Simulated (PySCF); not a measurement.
A structure optimised at PBE-D3(BJ)/def2-SVP, used in a PySCF frequency run:

```
Sn
C 1 2.2036
H 2 1.1053 1 109.96
H 2 1.1069 3 110.24 1 -120.76
H 2 1.1081 3 109.94 4 -121.94
C 1 2.2036 2 109.65 3 175.09
H 6 1.1053 1 109.96 2 -175.09
H 6 1.1069 7 110.24 1 120.76
H 6 1.1081 7 109.94 8 121.94
Cl 1 2.4118 2 103.25 3 65.57
```
Charge 0, spin multiplicity 2.

Problem. Write its SMILES, formula and point group.

Solution. [CH3][Sn]([CH3])[Cl], C2H6ClSn, Cs

Problem. What are its rotational constants (standard atomic weights)?

Solution. 3.6652, 2.1970, 1.6676 GHz
